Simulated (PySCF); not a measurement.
C₁₁H₉F.
Atom-mapped SMILES: `[CH:1]#[C:2]/[CH:3]=[CH:4]/[CH2:5][c:6]1[cH:7][cH:8][cH:9][cH:10][c:11]1[F:12]` (hydrogens: H13 on C1; H14 on C3; H15 on C4; H16, H17 on C5; H18 on C7; H19 on C8; H20 on C9; H21 on C10)

Theory: PySCF 2.14.0, PBE0-D3(BJ)/def2-SVP geometry optimisation, gas phase.

Problem. List the bond lengths, angles and torsions at this level.

Solution. 
| bond | length (Å) | order |
| --- | --- | --- |
| C1≡C2 | 1.214 | triple |
| C2–C3 | 1.422 | single |
| C3=C4 | 1.344 | double |
| C4–C5 | 1.493 | single |
| C5–C6 | 1.510 | single |
| C6–C7 | 1.399 | aromatic |
| C7–C8 | 1.393 | aromatic |
| C8–C9 | 1.394 | aromatic |
| C9–C10 | 1.392 | aromatic |
| C10–C11 | 1.389 | aromatic |
| C11–F12 | 1.337 | single |
| C6–C11 | 1.396 | aromatic |
| C1–H13 | 1.074 | single |
| C3–H14 | 1.098 | single |
| C4–H15 | 1.096 | single |
| C5–H16, C5–H17 | 1.103 | single |
| C7–H18 | 1.093 | single |
| C8–H19 | 1.092 | single |
| C9–H20 | 1.092 | single |
| C10–H21 | 1.092 | single |

Bonds in one row agree within 0.01 Å and their mean is given. Orders are formal, as drawn. A selection of angles:
| angle | degrees |
| --- | --- |
| C2–C1–H13 | 179.6 |
| C1–C2–C3 | 178.8 |
| C2–C3–C4 | 124.1 |
| C2–C3–H14 | 116.6 |
| C4–C3–H14 | 119.3 |
| C3–C4–C5 | 124.4 |
| C3–C4–H15 | 118.9 |
| C5–C4–H15 | 116.7 |
| C4–C5–C6 | 113.0 |
| C4–C5–H16 | 109.7 |
| C6–C5–H16 | 109.6 |
| C6–C5–H17 | 108.4 |
| H16–C5–H17 | 106.3 |
| C5–C6–C7 | 122.0 |
| C5–C6–C11 | 120.9 |
| C7–C6–C11 | 117.1 |
| C6–C7–C8 | 121.4 |
| C6–C7–H18 | 118.5 |
| C8–C7–H18 | 120.1 |
| C7–C8–C9 | 119.9 |
| C7–C8–H19 | 119.9 |
| C9–C8–H19 | 120.2 |
| C8–C9–C10 | 119.9 |
| C8–C9–H20 | 120.4 |
| C10–C9–H20 | 119.7 |
| C9–C10–C11 | 119.0 |
| C9–C10–H21 | 122.0 |
| C11–C10–H21 | 118.9 |
| C10–C11–F12 | 118.4 |
| C6–C11–C10 | 122.7 |
| C6–C11–F12 | 118.9 |

Dihedral angles: C2–C3–C4–C5 180° (antiperiplanar); C3–C4–C5–C6 120° (anticlinal); C4–C5–C6–C7 -44° (synclinal). The mirror-image conformer, all signs reversed, is as good.

The C–C distances run from 1.214 Å (C1≡C2, drawn triple) to 1.510 Å (C5–C6, drawn single), a spread of 0.296 Å. The 6-membered ring C6–C7–C8–C9–C10–C11 has internal angles of 117.1° to 122.7° (sum 720°, against 720° for a flat polygon); it is planar, 0.00 Å rms from its mean plane, widest ring torsion 0°. Of the pairs four or more bonds apart, F12···H17 is among the closest relative to their van der Waals radii: 2.34 Å, 88 % of the sum of Bondi's values.

Point group: C1 (no symmetry element, even within 0.4 Å). Stationary, but not proved a minimum. One conformer, not necessarily the lowest.
